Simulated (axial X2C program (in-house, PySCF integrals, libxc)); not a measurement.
## Low determinants of ReN at the PBE0 level, scalar-relativistic

All values were computed with an in-house relativistic program for diatomic molecules. Spin-free means the one-electron spin-free X2C Hamiltonian. Basis: Re dyall-cv3z [13s14p9d7f4g], N dyall-av3z [7s7p3d2f] (cores contracted in-house); Gaussian nuclei, density fitting, unrestricted open shells. Masses: Re 186.956 u, N 14.003 u.

Search at 1.621 Å (vertical energies from the lowest determinant):

```json
{"ΔE (eV)": "0.00", "state": "M_S = 1, Λ = 0", "electrons beyond evenly filled partner blocks": "δ+α, δ-α", "electrons in σ, π, δ, φ": "32 32 14 4"}
{"ΔE (eV)": "0.67", "state": "M_S = 1, Λ = 2", "electrons beyond evenly filled partner blocks": "σα, δ+α, δ+β, δ-α", "electrons in σ, π, δ, φ": "31 32 15 4"}
{"ΔE (eV)": "0.93", "state": "M_S = 0, Λ = 4", "electrons beyond evenly filled partner blocks": "δ+α, δ+β", "electrons in σ, π, δ, φ": "32 32 14 4"}
{"ΔE (eV)": "0.93", "state": "M_S = 0, Λ = 0", "electrons beyond evenly filled partner blocks": "δ+β, δ-α", "electrons in σ, π, δ, φ": "32 32 14 4"}
{"ΔE (eV)": "1.01", "state": "M_S = 2, Λ = 1", "electrons beyond evenly filled partner blocks": "σα, π+α, δ+α, δ-α", "electrons in σ, π, δ, φ": "31 33 14 4"}
{"ΔE (eV)": "1.26", "state": "M_S = 0, Λ = 2", "electrons beyond evenly filled partner blocks": "σβ, δ+α, δ+β, δ-α", "electrons in σ, π, δ, φ": "31 32 15 4"}
{"ΔE (eV)": "1.95", "state": "M_S = 1, Λ = 1", "electrons beyond evenly filled partner blocks": "σα, π+β, δ+α, δ-α", "electrons in σ, π, δ, φ": "31 33 14 4"}
```

Lowest determinant, M_S = 1, Λ = 0 (beyond evenly filled blocks: δ+α, δ-α): Re = 1.616 Å, ωe = 1214.6 cm⁻¹.

The determinant in row 2 of the search, M_S = 1, Λ = 2 (beyond evenly filled blocks: σα, δ+α, δ+β, δ-α), was followed along the bond at PBE0; measured from the minimum of the lowest determinant it gives:

Te = 0.669 eV (5399 cm⁻¹), Re = 1.612 Å, ωe = 1212.6 cm⁻¹.

(1) Compare the bond of the determinant in row 2 with that of the lowest one.

The search compares states at one distance, so a state with another bond length can lie lower; it is not exhaustive and yields mostly the lowest determinant of each block pattern, so other components and higher states of one pattern are missing. These are energies of single determinants, not of spin-adapted states; PBE0 term energies can be off by some tenths of an eV, and the functional has no current term. The lowest determinant need not be the ground state where others lie within half an eV. Spin–orbit coupling is large for these atoms, so the spin-free order is a model. Row 1 is spin-contaminated (⟨S²⟩ = 2.07 against 2.00), so its values are not those of a pure state. Row 2 is spin-contaminated (⟨S²⟩ = 2.03 against 2.00), so its values are not those of a pure state.

Results:

(1) At PBE0 its Re is 0.004 Å shorter and its force constant, which goes as ωe², is 1.00 times that of the lowest determinant. This determinant mixes spin states, so it has no term energy of its own.
